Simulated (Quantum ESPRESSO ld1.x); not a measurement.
The numbers below are computed, except where a source is named.
One sound ld1.x (Quantum ESPRESSO 7.5) input for neutral manganese gives E = -1158.636 hartree in 28 iterations:

```
 &input
    zed=25.0,
    iswitch=1,
    rel=2,
    dft='BLYP',
    config='[Ar] 3d5 4s2',
    lsmall=.true.,
    prefix='ld1',
    max_out_wfc=37,
    file_charge='ld1.rho',
 /
```

Changed or added lines, one case at a time, and what came of them:

- xmin=-12.0: usable despite the warning. The mesh starts very near the nucleus, where rounding noise provokes warnings (final residual 5e-15); the energy differs from the default mesh by less than 1e-5 hartree, which is rather the error of the default start.
- beta=0.01: not converged. So little new potential is mixed in that the limit of 200 iterations comes first; the energy is off by -0.000386 hartree.
- config='[Ar] 3d5 4s2 1s1': refused. The program stops in el_config with "occupation wrong": the bracketed core already holds 1s.
- config='[Ar] 3d5 4s2 5s4': refused. The program stops in el_config with "wrong occupancy:4": an s shell holds at most 2 electrons.
- dft='M06L': refused. The program stops in ld1_setup with "meta-GGA not implemented for fully-relativistic case": ld1.x has meta-GGAs only for rel = 0 or 1.
- config='[Ar] 3d5 4s2 5g1': refused. The program stops in el_config with "l not found:G": the config string knows s, p, d and f alone.
- atom='Xx' (without zed): crashed. The program stops in dirsol with "no classical turning point found": the symbol names no element.
